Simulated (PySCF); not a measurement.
C₃H₂ClF₃, SMILES F/C=C(/Cl)C(F)F.

Geometry optimised at B3LYP-D3(BJ)/def2-SVP. Other conformers were not sampled.

Two levels are set side by side: PBE/def2-TZVP (PySCF) and B3LYP/def2-TZVP (PySCF). Same geometry, gas phase. Differences are taken from unrounded values.

| quantity | PBE |
|---|---|
| orbital gap (eV) | 4.74 |
| highest occupied level (eV) | -6.56 |
| lowest empty level (eV) | -1.82 |
| dipole moment (D) | 1.72 |
| mean polarisability (bohr³) | 51.4 |

Task: These are the PBE values. What does B3LYP give? (Estimate from the structure and the level; the computed values follow.)

Result: 
```json
[
 {"quantity": "orbital gap (eV)", "B3LYP": "6.51", "PBE minus B3LYP": "-1.77"},
 {"quantity": "highest occupied level (eV)", "B3LYP": "-7.62", "PBE minus B3LYP": "1.06"},
 {"quantity": "lowest empty level (eV)", "B3LYP": "-1.12", "PBE minus B3LYP": "-0.71"},
 {"quantity": "dipole moment (D)", "B3LYP": "1.92", "PBE minus B3LYP": "-0.20"},
 {"quantity": "mean polarisability (bohr³)", "B3LYP": "49.9", "PBE minus B3LYP": "1.5"}
]
```

PBE's occupied levels lie high since its potential decays too fast outside the molecule; exact exchange lowers them and widens the gap. Differences between two approximate levels are no errors against the true value.

Rough cost on one machine, each run with all the roots and properties that it gave: B3LYP against PBE within a factor of 2.
